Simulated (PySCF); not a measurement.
Species: C5H13O2P.
Cartesian coordinates in Å at the PBE0-D3(BJ)/def2-SVP level; atoms count from 1:
```
atom  x, y, z in Å
C1     1.619    1.899   -0.197
C2     1.242    0.673    0.621
C3     0.596   -0.465   -0.178
C4     0.570   -1.779    0.599
P5    -1.059   -0.017   -0.814
C6    -2.201    0.028    0.585
O7    -1.103    1.188   -1.695
O8    -1.528   -1.380   -1.597
H9     2.355    1.636   -0.974
H10    2.071    2.673    0.441
H11    0.744    2.324   -0.708
H12    2.144    0.261    1.107
H13    0.574    0.960    1.454
H14    1.175   -0.612   -1.109
H15    0.065   -2.574    0.032
H16    1.597   -2.110    0.816
H17    0.055   -1.663    1.566
H18   -2.240   -0.935    1.111
H19   -3.197    0.266    0.186
H20   -1.902    0.823    1.283
H21   -1.657   -1.157   -2.529
```

Level: PBE0/pcSseg-1 in PySCF, non-relativistic, on one gas-phase PBE0-D3(BJ)/def2-SVP geometry that isn't relaxed in the solvent. The solvent is an IEF-PCM continuum (van der Waals radii × 1.2). Only the electrostatic response of the medium enters.

```
                 medium  total energy (Eh)  HOMO (eV)  LUMO (eV)  dipole (D)
              gas phase        -689.642323     -7.533      1.014       2.669
cyclohexane (ε = 2.017)        -689.648478     -7.569      1.169       3.033
```

Question: What is E(solvent) − E(gas) in cyclohexane, in kcal/mol?

Answer: -689.648478 − (-689.642323) = -0.006155 Eh = -3.86 kcal/mol.

Question: Scale it by Onsager's factor (ε − 1)/(2ε + 1) to tetrahydrofuran (ε = 7.426), and compare with the calculation.

Answer: The factor goes from 0.202 to 0.405, a ratio of 2.007, which gives -7.75 kcal/mol. The calculation gives -7.95 kcal/mol (total energy -689.654990 Eh), so the scaled value is 2.5 % too small in size.

Question: Scale the changes of the other columns the same way. What are the values in tetrahydrofuran?

Answer: 
```json
{"quantity": "HOMO (eV)", "scaled": "-7.606", "computed": "-7.626", "difference": "+0.020"}
{"quantity": "LUMO (eV)", "scaled": "1.326", "computed": "1.304", "difference": "+0.022"}
{"quantity": "dipole (D)", "scaled": "3.399", "computed": "3.461", "difference": "-0.062"}
```

Question: How does each lowering split into the polarisation term (half the interaction with the induced surface charges) and the distortion of the solute's density?

Answer: cyclohexane: -4.06 + 0.20 kcal/mol, the distortion taking back 5 % of the polarisation term; tetrahydrofuran: -8.85 + 0.90 kcal/mol, the distortion taking back 10 % of the polarisation term.

Time: 29 s of wall time; peak memory 1.2 GiB. Hardware: one thread, Arm Neoverse V2 (aarch64), on a shared host. This is the whole shielding run at PBE0/pcSseg-1 in tetrahydrofuran, SCF included.
